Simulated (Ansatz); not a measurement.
Potential energy surface of H3 (cation, charge +1), singlet: symmetric bend, bond length relaxed. Scanned: H-H-H angle. Other coordinates (H-H bond length) were minimised at PBE0/def2-TZVP.

The free coordinates were minimised at PBE0/def2-TZVP in PySCF; the energy column is full CI/aug-cc-pVQZ, frozen core (Ansatz, an electronic-structure program), in kcal/mol.

| a / ° | H-H bond length / Å | E |
|---|---|---|
| 180 | 0.820 | 40.8 |
| 171.33 | 0.820 | 40.5 |
| 158.79 | 0.818 | 39.2 |
| 150.53 | 0.817 | 37.8 |
| 139.45 | 0.814 | 35.0 |
| 131.75 | 0.813 | 32.6 |
| 120.38 | 0.811 | 28.1 |
| 112.04 | 0.811 | 24.3 |
| 100.83 | 0.812 | 18.4 |
| 89.97 | 0.817 | 12.2 |
| 77.94 | 0.831 | 5.6 |
| 70 | 0.847 | 2.0 |
| 60 | 0.882 | 0.0 |
